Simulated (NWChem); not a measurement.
System: C2H3O2, doublet; SMILES CO[C]=O

Here is an NWChem input.

```
start job
memory heap 200 mb stack 900 mb global 1100 mb
geometry units angstroms noautosym nocenter noautoz
  C      0.479551     1.332430     0.086532
  O     -0.619085     0.464762     0.412635
  C     -0.513826    -0.778564     0.026497
  O      0.355758    -1.329644    -0.561089
  H      0.611267     1.382323    -1.003769
  H      0.219900     2.318393     0.486535
  H      1.405053     0.961220     0.549403
end
basis spherical
  C library cc-pvtz
  O library cc-pvtz
  H library cc-pvtz
end
dft
  odft
  mult 2
  xc pbe0
  iterations 150
end
property
  efieldgrad
end
task dft property
```

Output (shortened):

```
             Northwest Computational Chemistry Package (NWChem) 7.3.0
             --------------------------------------------------------

                             Geometry "geometry" -> ""
                             -------------------------

 Output coordinates in angstroms (scale by  1.889725989 to convert to a.u.)

  No.       Tag          Charge          X              Y              Z
 ---- ---------------- ---------- -------------- -------------- --------------
    1 C                    6.0000     0.47955100     1.33243000     0.08653200
    2 O                    8.0000    -0.61908500     0.46476200     0.41263500
    3 C                    6.0000    -0.51382600    -0.77856400     0.02649700
    4 O                    8.0000     0.35575800    -1.32964400    -0.56108900
    5 H                    1.0000     0.61126700     1.38232300    -1.00376900
    6 H                    1.0000     0.21990000     2.31839300     0.48653500
    7 H                    1.0000     1.40505300     0.96122000     0.54940300

 Effective nuclear repulsion energy (a.u.)     114.2057617983

                              NWChem Property Module
                              ----------------------

  itol2e modified to match energy
  convergence criterion.

                                 NWChem DFT Module
                                 -----------------

 Summary of "ao basis" -> "ao basis" (spherical)
 ------------------------------------------------------------------------------
       Tag                 Description            Shells   Functions and Types
 ---------------- ------------------------------  ------  ---------------------
 C                          cc-pvtz                 10       30   4s3p2d1f
 O                          cc-pvtz                 10       30   4s3p2d1f
 H                          cc-pvtz                  6       14   3s2p1d

  itol2e modified to match energy
  convergence criterion.

            General Information
            -------------------
          SCF calculation type: DFT
          Wavefunction type:  spin polarized.
          No. of atoms     :     7
          No. of electrons :    31
           Alpha electrons :    16
            Beta electrons :    15
          Charge           :     0
          Spin multiplicity:     2
          Use of symmetry is: off; symmetry adaption is: off
          Maximum number of iterations: 150
          AO basis - number of functions:   162
                     number of shells:    58
          Convergence on energy requested:  1.00D-07
          Convergence on density requested:  1.00D-05
          Convergence on gradient requested:  5.00D-04

              XC Information
              --------------
                         PBE0 Method XC Functional
                     Hartree-Fock (Exact) Exchange  0.250
          PerdewBurkeErnzerhof Exchange Functional  0.750
            Perdew 1991 LDA Correlation Functional  1.000 local
           PerdewBurkeErnz. Correlation Functional  1.000 non-local

             Grid Information
             ----------------
          Grid used for XC integration:  fine
          Radial quadrature: Mura-Knowles
          Angular quadrature: Lebedev.
          Tag              B.-S. Rad. Rad. Pts. Rad. Cut. Ang. Pts.
          ---              ---------- --------- --------- ---------
          C                   0.70       70          10.0       590
          O                   0.60       70          11.0       590
          H                   0.35       60          10.0       590
          Grid pruning is: on
          Number of quadrature shells:   460
          Spatial weights used:  Erf1

      Superposition of Atomic Density Guess
      -------------------------------------

 Sum of atomic energies:        -226.40176011

      Non-variational initial energy
      ------------------------------

 Total energy =    -228.105238
 1-e energy   =    -534.996596
 2-e energy   =     192.685596
 HOMO         =      -0.153595
 LUMO         =       0.062742

[...]

          -----------------------
          Electric field gradient
          -----------------------

 1 a.u. = 0.324123 10**(16) esu/cm**3  ( or statvolts/cm**2 ) = 0.97174 10**(22) v/m**2

 ------------------------------------------------------------
   Atom      X         Y         Z
 ------------------------------------------------------------
    1 C    0.90622   2.51793   0.16352
 ------------------------------------------------------------

 Electric field gradient in molecular frame (a.u.)
         XX             YY             ZZ             XY             XZ             YZ
 ------------------------------------------------------------------------------------------
       -0.163526      -0.044820       0.208346      -0.347317       0.111070       0.100769

 Principal components (a.u.) and orientation
 of principal axis w.r.t. absolute frame                      Asymmetry parameter eta
 --------------------------------------------------------------------------------------
       -0.488749       0.250886       0.237863                       0.026645

        0.746273      -0.501754       0.437400
        0.631578       0.741261      -0.227249
       -0.210204       0.445842       0.870080

 ------------------------------------------------------------
   Atom      X         Y         Z
 ------------------------------------------------------------
    2 O   -1.16990   0.87827   0.77977
 ------------------------------------------------------------

 Electric field gradient in molecular frame (a.u.)
         XX             YY             ZZ             XY             XZ             YZ
 ------------------------------------------------------------------------------------------
        0.232788      -1.240006       1.007217      -0.982211       0.203357      -0.140652

 Principal components (a.u.) and orientation
 of principal axis w.r.t. absolute frame                      Asymmetry parameter eta
 --------------------------------------------------------------------------------------
       -1.731663       1.148725       0.582938                       0.326731

        0.446109       0.441902       0.778274
        0.894887      -0.232716      -0.380816
        0.012833       0.866352      -0.499269

 ------------------------------------------------------------
   Atom      X         Y         Z
 ------------------------------------------------------------
    3 C   -0.97099  -1.47127   0.05007
 ------------------------------------------------------------

 Electric field gradient in molecular frame (a.u.)
         XX             YY             ZZ             XY             XZ             YZ
 ------------------------------------------------------------------------------------------
        0.224961       0.055499      -0.280460       0.091811      -0.328199       0.094560

 Principal components (a.u.) and orientation
 of principal axis w.r.t. absolute frame                      Asymmetry parameter eta
 --------------------------------------------------------------------------------------
       -0.471885       0.391670       0.080215                       0.660022

        0.439310       0.898248      -0.012541
       -0.232081       0.126969       0.964374
        0.867839      -0.420749       0.264245

 ------------------------------------------------------------
   Atom      X         Y         Z
 ------------------------------------------------------------
    4 O    0.67229  -2.51266  -1.06030
 ------------------------------------------------------------

 Electric field gradient in molecular frame (a.u.)
         XX             YY             ZZ             XY             XZ             YZ
 ------------------------------------------------------------------------------------------
       -0.239795       0.609914      -0.370119       0.360296       0.025441       0.082538

 Principal components (a.u.) and orientation
 of principal axis w.r.t. absolute frame                      Asymmetry parameter eta
 --------------------------------------------------------------------------------------
        0.748767      -0.379507      -0.369260                       0.013684

        0.343163       0.462787       0.817354
        0.936126      -0.239717      -0.257300
        0.076858       0.853442      -0.515489

 ------------------------------------------------------------
   Atom      X         Y         Z
 ------------------------------------------------------------
    5 H    1.15513   2.61221  -1.89685
 ------------------------------------------------------------

 Electric field gradient in molecular frame (a.u.)
         XX             YY             ZZ             XY             XZ             YZ
 ------------------------------------------------------------------------------------------
        0.126319       0.134704      -0.261023      -0.014941       0.046609       0.018638

 Principal components (a.u.) and orientation
 of principal axis w.r.t. absolute frame                      Asymmetry parameter eta
 --------------------------------------------------------------------------------------
       -0.267575       0.146560       0.121015                       0.095471

       -0.119244      -0.651106       0.749561
       -0.050370       0.757942       0.650374
        0.991586      -0.039798       0.123177

 ------------------------------------------------------------
   Atom      X         Y         Z
 ------------------------------------------------------------
    6 H    0.41555   4.38113   0.91942
 ------------------------------------------------------------

 Electric field gradient in molecular frame (a.u.)
         XX             YY             ZZ             XY             XZ             YZ
 ------------------------------------------------------------------------------------------
        0.108626      -0.198994       0.090369       0.081549       0.042814      -0.136049

[...]
```

Level: PBE0/cc-pVTZ, spin-unrestricted. Structure relaxed at the PBE0/def2-SVP, spin-unrestricted level. No stability test was run on the SCF state. NWChem prints the field gradient with the sign opposite to the second derivative of the potential.
